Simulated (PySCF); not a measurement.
A structure optimised at r2SCAN-D4/def2-SVP, used in a PySCF frequency run:

```
B
N 1 1.4029
H 2 1.0132 1 123.24
H 2 1.0136 3 113.43 1 180.00
C 1 1.5837 2 120.01 3 0.00
H 5 1.1024 1 114.38 2 0.00
H 5 1.1043 6 107.66 1 -123.35
H 5 1.1043 6 107.66 7 -113.30
C 1 1.5893 2 119.70 3 180.00
H 9 1.1079 1 107.59 2 124.46
H 9 1.1079 10 103.62 1 -113.77
C 9 1.5279 10 110.05 11 -117.64
H 12 1.1021 9 112.64 10 56.79
H 12 1.1039 13 106.85 9 122.76
H 12 1.1039 13 106.85 14 114.48
```
Charge 0, spin multiplicity 1.

Q: Write its SMILES, formula and point group.

A: CCB(C)N, C3H10BN, Cs

Q: What are its rotational constants (standard atomic weights)?

A: 7.7959, 3.2313, 2.3853 GHz
